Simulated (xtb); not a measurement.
C6H7N, charge +1, doublet, from a rough starting geometry (a state made from the parent by changing its charge; the spin is typed, not shown lowest); GFN2-xTB run with xtb.

Input for xtb:
```
$ xtb mol.xyz --gfn 2 --chrg 1 --uhf 1 --opt vtight --json

# file mol.xyz
14

N      2.19069168    -0.36466070     0.34104530
C      0.91032506    -0.10901963     0.06682094
C      0.37235778     1.06269804     0.54487790
C     -1.06763104     1.24156215     0.44780363
C     -1.86615447     0.24277806    -0.14635947
C     -1.24548276    -0.92672029    -0.57003067
C      0.05567814    -1.12796886    -0.43294427
H      2.59923294    -1.04029703    -0.27882584
H      2.86555344     0.52536497     0.40913471
H      0.94307353     1.85142587     0.97149510
H     -1.48750625     2.15824683     0.77275373
H     -2.93925443     0.36543099    -0.25924833
H     -1.87893854    -1.66573354    -1.01217169
H      0.51653122    -2.03241134    -0.80045475
```

Task: What does xtb print? Leave out banner, timings and long lists.

Result: 
```
   ID    Z sym.   atoms
    1    7 N      1
    2    6 C      2-7
    3    1 H      8-14

           -------------------------------------------------
          |                Calculation Setup                |
           -------------------------------------------------

           -------------------------------------------------
          |                 G F N 2 - x T B                 |
           -------------------------------------------------

          ...................................................
          :                      SETUP                      :
          :.................................................:
          :  # basis functions                  35          :
          :  # atomic orbitals                  35          :
          :  # shells                           21          :
          :  # electrons                        35          :
          :  max. iterations                   250          :
          :  Hamiltonian                  GFN2-xTB          :
          :  restarted?                      false          :
          :  GBSA solvation                  false          :
          :  PC potential                    false          :
          :  electronic temp.          300.0000000     K    :
          :  accuracy                    1.0000000          :
          :  -> integral cutoff          0.2500000E+02      :
          :  -> integral neglect         0.1000000E-07      :
          :  -> SCF convergence          0.1000000E-05 Eh   :
          :  -> wf. convergence          0.1000000E-03 e    :
          :  Broyden damping             0.4000000          :
          :  net charge                          1          :
          :  unpaired electrons                  1          :
          ...................................................

 iter      E             dE          RMSdq      gap      omega  full diag
   1    -19.0557319 -0.190557E+02  0.484E+00    2.92       0.0  T
   2    -19.1195848 -0.638529E-01  0.389E+00    4.48       1.0  T
   3    -19.1607790 -0.411942E-01  0.222E+00    3.98       1.0  T
   4    -19.1275786  0.332004E-01  0.192E+00    4.15       1.0  T
   5    -19.1778856 -0.503070E-01  0.282E-01    4.10       1.0  T
   6    -19.1785512 -0.665556E-03  0.127E-01    4.19       1.0  T
   7    -19.1787287 -0.177568E-03  0.681E-02    4.19       1.0  T
   8    -19.1787635 -0.347575E-04  0.305E-02    4.18       1.0  T
   9    -19.1787646 -0.113253E-05  0.145E-02    4.18       1.8  T
[...]
 * total energy  :   -18.8517773 Eh     change       -0.4636699E-02 Eh
 * total energy  :   -18.8529532 Eh     change       -0.1175894E-02 Eh
 * total energy  :   -18.8535297 Eh     change       -0.5764458E-03 Eh
 * total energy  :   -18.8537684 Eh     change       -0.2386824E-03 Eh
 * total energy  :   -18.8538220 Eh     change       -0.5358392E-04 Eh
 * total energy  :   -18.8538514 Eh     change       -0.2948870E-04 Eh
 * total energy  :   -18.8538634 Eh     change       -0.1200473E-04 Eh
 * total energy  :   -18.8538713 Eh     change       -0.7846081E-05 Eh
 * total energy  :   -18.8538740 Eh     change       -0.2734818E-05 Eh
 * total energy  :   -18.8538748 Eh     change       -0.7246580E-06 Eh
 * total energy  :   -18.8538750 Eh     change       -0.2108875E-06 Eh
 * total energy  :   -18.8538750 Eh     change       -0.6278407E-07 Eh
   *** GEOMETRY OPTIMIZATION CONVERGED AFTER 14 ITERATIONS ***
         :: total energy             -18.853875025708 Eh    ::
[...]
    13   1 H        0.926     0.107     1.722     2.052
    14   1 H        0.926     0.099     1.798     2.097

 Mol. C6AA /au·bohr⁶  :       2013.235660
 Mol. C8AA /au·bohr⁸  :      49202.751430
 Mol. α(0) /au        :         72.225157

Wiberg/Mayer (AO) data.
largest (>0.10) Wiberg bond orders for each atom

 ---------------------------------------------------------------------------
     #   Z sym  total        # sym  WBO       # sym  WBO       # sym  WBO
 ---------------------------------------------------------------------------
     1   7 N    3.524 --     2 C    1.444     8 H    0.920     9 H    0.920
     2   6 C    3.938 --     1 N    1.444     3 C    1.197     7 C    1.197
     3   6 C    3.962 --     4 C    1.566     2 C    1.197    10 H    0.959
     4   6 C    3.979 --     3 C    1.566     5 C    1.328    11 H    0.959
     5   6 C    3.883 --     4 C    1.328     6 C    1.327    12 H    0.961
     6   6 C    3.979 --     7 C    1.566     5 C    1.327    13 H    0.959
     7   6 C    3.962 --     6 C    1.566     2 C    1.197    14 H    0.959
     8   1 H    0.941 --     1 N    0.920
     9   1 H    0.941 --     1 N    0.920
    10   1 H    0.990 --     3 C    0.959
    11   1 H    0.988 --     4 C    0.959
    12   1 H    0.987 --     5 C    0.961
    13   1 H    0.988 --     6 C    0.959
    14   1 H    0.990 --     7 C    0.959
 ---------------------------------------------------------------------------

Topologies differ in total number of bonds
Writing topology from bond orders to xtbtopo.mol

molecular dipole:
                 x           y           z       tot (Debye)
 q only:        1.003      -0.106       0.073
   full:        1.168      -0.127       0.084       2.995
molecular quadrupole (traceless):
                xx          xy          yy          xz          yz          zz
 q only:       13.319      -2.355      -2.646       2.155       4.255     -10.674
  q+dip:       15.788      -2.728      -1.945       2.807       6.398     -13.843
   full:       14.128      -2.495      -2.809       2.288       4.513     -11.320

optimized geometry written to: xtbopt.xyz

           -------------------------------------------------
          | TOTAL ENERGY              -18.853875025708 Eh   |
          | GRADIENT NORM               0.000096433900 Eh/α |
          | HOMO-LUMO GAP               4.134832126382 eV   |
           -------------------------------------------------

normal termination of xtb
```
